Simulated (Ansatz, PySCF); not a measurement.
H$_{2}$BrFOSi (SMILES O[SiH](F)Br), singlet, geometry from GFN2-xTB, atoms displaced at random by about 0.08 Å a coordinate. Base run: R2SCAN/STO-3G, gradient in PySCF.

Input for PySCF:
```python
from pyscf import gto, scf, dft

mol = gto.Mole()
mol.atom = '''
    Si   -0.44184616    0.30031515    0.70665360
    O    -1.81503466   -0.42278156    1.03589380
    F    -0.81470937    2.02733447    0.50245738
    Br    0.79376865   -0.40210371   -0.73614086
    H     0.19597063    0.27713913    2.05308797
    H    -2.50132622   -0.48485732    0.31936670
'''
mol.basis = 'sto-3g'
mol.verbose = 4
mol.build()

mf = dft.RKS(mol)
mf.xc = 'r2scan'
mf.kernel()
g = mf.nuc_grad_method()
grad = g.kernel()
```

Programs used: Ansatz (a program for electronic structure), PySCF; a row that names a program was run with it.

The coordinate followed is z of atom 6.

Variants of this job, named by their change:

| change | dE/dx (Eh/bohr) | net force (Eh/bohr) |
|---|---|---|
| base | 0.015189 | 0.006023 |
| grid_response = on | 0.015190 | 0.000000 |
| finite difference step (bohr) = 0.01; conv_tol = 1e-11 | 0.015196 | - |
| grids.level = 1; grid_response = on | 0.015355 | 0.000000 |
| grids.level = 5; grid_response = on | 0.015190 | 0.000000 |
| grids.level = 5; grid_response = off | 0.015190 | 0.001572 |
| conv_tol = 1e-11 | 0.015189 | 0.006023 |
| grids.level = 1; grid_response = off | 0.015253 | 0.011021 |
| finite difference step (bohr) = 0.05; conv_tol = 1e-11 | 0.015341 | - |
| grids.level = 0; grid_response = on | 0.017608 | 0.000000 |
| code = ansatz | 0.015189 | 0.000000 |
| density fitting = on; auxbasis_response = off | 0.015210 | 0.009547 |

The net force is zero for an exact gradient.
